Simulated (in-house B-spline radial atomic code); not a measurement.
Configurations of Tb⁸⁺, with energies counted from [Kr] 4d10 4f7 5s2 5p2. Method: scalar-relativistic (X2C) BHandHLYP, spin-polarised, spherical fractional occupations, Fermi nucleus of rms radius 5.06 fm. Calculated with a B-spline radial code for spherical atoms. Shells without spins written out take the highest spin.

Caution: exact exchange at fractional occupations of open shells leaves self-interaction of up to several eV.

Occupations are held fixed; configurations that lie above the ionisation limit could autoionise.

```tsv
configuration	E - E(ref) (eV)	highest orbital	its <r> (bohr)
[Kr] 4d10 4f6 5s2 5p3	0.72542	5p up	1.312
[Kr] 4d10 4f(3 up, 4 down) 5s2 5p(1 up, 1 down)	47.983	4f up	0.7452
[Kr] 4d10 4f7 5s2 5p1 6s1	57.42	6s up	2.28
[Kr] 4d10 4f6 5s2 5p2 6s1	63.308	6s up	2.256
[Kr] 4d10 4f6 5s2 5p2 5f1	82.871	5f up	2.148
[Kr] 4d10 4f(4 up, 3 down) 5s2 5p(0 up, 1 down) 5d(0 up, 1 down)	85.147	5d down	1.617
[Kr] 4d10 4f6 5s2 5p2 6f1	105.87	6f up	3.738
[Kr] 4d9 4f7 5s2 5p2 6d1	231.73	6d up	2.94
```

Question: Order these further configurations by energy, lowest first.
A. [Kr] 4d10 4f(1 up, 6 down) 5s2 5p(0 up, 2 down)
B. [Kr] 4d10 4f7 5s2 5p1 5f1
C. [Kr] 4d10 4f(4 up, 2 down) 5s2 5p(2 up, 1 down)
D. [Kr] 4d9 4f7 5s2 5p2 6p1
E. [Kr] 4d10 4f7 5s2 5p1 5d1

Answer: A (21.213 eV), C (40.276 eV), E (41.4 eV), B (77.08 eV), D (216.58 eV).

Question: How far above the reference does [Kr] 4d10 4f(6 up, 1 down) 5s2 5p(0 up, 2 down) lie?

Answer: 25.116 eV; its least bound orbital is 4f down with <r> = 0.7684 bohr.

Question: How far above the reference does [Kr] 4d(4 up, 5 down) 4f(1 up, 6 down) 5s2 5p(0 up, 2 down) 6f(0 up, 1 down) lie?

Answer: 271.17 eV; its least bound orbital is 6f down with <r> = 3.73 bohr.

Question: How far above the reference does [Kr] 4d(5 up, 4 down) 4f(6 up, 1 down) 5s2 5p(3 up, 0 down) lie?

Answer: 165.7 eV; its least bound orbital is 4f down with <r> = 0.7367 bohr.
